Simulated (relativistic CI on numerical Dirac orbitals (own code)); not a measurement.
**Radial parameters of Os¹⁵⁺**

Calculated at this level of theory: Dirac-Coulomb-Breit CI, orbitals from a KLI potential per configuration, model QED, unscaled Slater integrals (own radial code, finite nucleus).

Slater integrals F^k, G^k are unscaled and averaged over j, outside the closed core [Kr]; ζ comes from projecting the Hamiltonian with its Breit term on Σ l·s of the shell.

- 4d10.4f13.5s2: ζ(4f) = 6299.9 cm⁻¹; <r>(4f) = 0.5148, <r^2>(4f) = 0.3151 (bohr units).
- 4d10.4f13.5s.5p: ζ(4f) = 6343.1, G^3(4f,5s) = 36091, F^2(4f,5p) = 82022, G^2(4f,5p) = 30671, G^4(4f,5p) = 26812, G^1(5s,5p) = 140720, ζ(5p) = 96201 cm⁻¹; <r>(4f) = 0.5142, <r^2>(4f) = 0.3142, <r>(5s) = 0.9056, <r^2>(5s) = 0.9127, <r>(5p) = 0.9853, <r^2>(5p) = 1.083 (bohr units).
- 4d10.4f12.5s2.5p: F^2(4f,4f) = 198390, F^4(4f,4f) = 127010, F^6(4f,4f) = 92136, ζ(4f) = 6536.2, F^2(4f,5p) = 82155, G^2(4f,5p) = 30131, G^4(4f,5p) = 26479, ζ(5p) = 99113 cm⁻¹; <r>(4f) = 0.5073, <r^2>(4f) = 0.3053, <r>(5p) = 0.9792, <r^2>(5p) = 1.07 (bohr units).

Averages of the first 10 configurations, taken without configuration mixing, which lowers the lowest level and can move excited configurations by several eV; other configurations of the list can lie among them:

```tsv
Configuration	Parity	States	Average energy above the lowest level (eV)
4d10.4f13.5s2	odd	14	1.2
4d10.4f14.5s	even	2	10.8
4d10.4f13.5s.5p	even	168	47.3
4d10.4f12.5s2.5p	odd	546	42.1
4d10.4f14.5p	odd	6	59.2
4d10.4f12.5s.5p2	even	2730	90.8
4d10.4f13.5s.5d	odd	280	114.3
4d10.4f14.5d	even	10	123.8
4d10.4f12.5s2.5d	even	910	111.5
4d10.4f13.5s.5f	even	392	181.4
```
